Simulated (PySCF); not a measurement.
# Telling isomers of C$_{4}$H$_{11}$F$_{3}$OSi$_{2}$ apart by NMR

Computed data (PySCF 2.14): GFN2-xTB geometry, σ from GIAO-PBE0/pcSseg-1. One conformer, gas phase, one averaged value for each set of equivalent atoms, no relativistic terms.

Scale: TMS for ¹H (σ = 31.72 ppm), ¹³C (σ = 186.93 ppm) (reference shieldings calculated alike). Splittings of carbon signals by F and P are missing where no couplings were computed. Where no couplings were computed, multiplicities follow the n + 1 count of equivalent neighbours, and m marks all less simple cases (inequivalent or close neighbours, rings, F or P nearby). Shifts are as computed. Against solution values, carbons near 30 ppm lie about +3 ppm off and those near 130 ppm about +5 ppm. Of 1211 compounds with measured shifts, 218 miss one by over three times the rms of a fit or turn the order of signals round; such compounds aren't used in these exercises.

(1) Tabulate the signals of `C[Si](C)(C)O[SiH2]C(F)(F)F`, `COCC([SiH3])([SiH3])C(F)(F)F` and their relative energies.

(2) What is the quickest way to tell C[Si](C)(C)O[SiH2]C(F)(F)F from COCC([SiH3])([SiH3])C(F)(F)F?

Answers

(1) 
```tsv
SMILES	carbon types	δC	δH	E rel. (kcal/mol)
C[Si](C)(C)O[SiH2]C(F)(F)F	1×C 3×CH3	138.6, 2.4	4.95 (m, 2H), 0.28 (s, 9H)	0.0
COCC([SiH3])([SiH3])C(F)(F)F	2×C 1×CH2 1×CH3	140.2, 72.2, 59.8, 28.4	3.99 (s, 6H), 3.55 (s, 2H), 3.52 (s, 3H)	92.1
```

Energies are electronic energies at PBE0/pcSseg-1 on these geometries, without zero-point or thermal terms, each for the one conformer computed, which needn't be the lowest.

(2) Count the carbon signals: 2 against 4. The first has a methyl carbon bonded to Si (CH3) at 2.4 ppm, the second an sp3 CH2 bonded to O at 72.2 ppm. Their most deshielded carbons lie at 138.6 and 140.2 ppm. In the proton spectra the most deshielded non-exchanging signals are 4.95 (m, 2H) and 3.99 (s, 6H).
